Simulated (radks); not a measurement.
Values are calculated unless marked as measured or tabulated.
Problem. The manganese ion Mn+, [Ar] 3d5 4s1. Level of theory: non-relativistic Kohn-Sham, r2SCAN, spin-polarised, spherical densities, point nucleus; meta-GGA in the generalised Kohn-Sham scheme (a radial shooting solver on a logarithmic mesh with Libxc functionals). Every spin shell is full or empty, so the densities are truly spherical. Functionals are evaluated on that one density, not self-consistently. Rank these exchange functionals by their error against the exact value of the orbitals, and give that value: LDA, B88, revPBE, RPBE, PW91, PW86, OPTX, AM05, SOGGA, APBE, revTPSS, SCAN, MS2, Tao-Mo, TASK.

Solution. Exact: -50.8259 hartree. From best to worst, with 100 (|E| - |E exact|)/|E exact| (equal figures are ties): revPBE -0.04, MS2 -0.05, RPBE +0.06, PW91 +0.12, B88 +0.19, Tao-Mo -0.28, SCAN +0.39, PW86 +0.43, revTPSS -0.52, OPTX +0.60, APBE +0.66, TASK -2.66, SOGGA -2.84, AM05 -5.79, LDA -6.47.
